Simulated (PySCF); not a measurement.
The same groups moved round the core (propene methyl+boryl). All species are isolated molecules in the gas phase. One relaxed conformer stands for each flexible species; it need not be the lowest. Strings in code marks are SMILES.

The S1 excitation (TDA) from two functionals at the same geometries (M06-2X/def2-TZVP), both in PySCF: PBE-D3(BJ)/def2-TZVP and B3LYP-D3(BJ)/def2-TZVP. B3LYP has the VWN-RPA correlation part, as in Gaussian. Excitations are Tamm–Dancoff values on a coarser integration grid. The basis has no diffuse functions, so Rydberg states are missing or too high.

| species | PBE-D3(BJ)/def2-TZVP (eV) | B3LYP-D3(BJ)/def2-TZVP (eV) |
|---|---|---|
| `BC(CC)=C` | 4.63 | 5.13 |
| `B/C(C)=C/C` | 4.87 | 5.31 |
| `B/C(C)=C\C` | 4.65 | 5.12 |
| `BC=C(C)C` | 4.71 | 5.23 |
| `B/C=C/CC` | 4.88 | 5.42 |
| `CC/C=C\B` | 4.56 | 5.08 |
| `BCC(=C)C` | 3.51 | 4.20 |
| `BC/C=C\C` | 3.92 | 4.58 |

Over these rows, drawn at random from the members with no instability flagged (it was tested for open shells, ions and some series alone), PBE minus B3LYP-D3(BJ): mean -0.54 eV, from -0.69 eV to -0.44 eV.
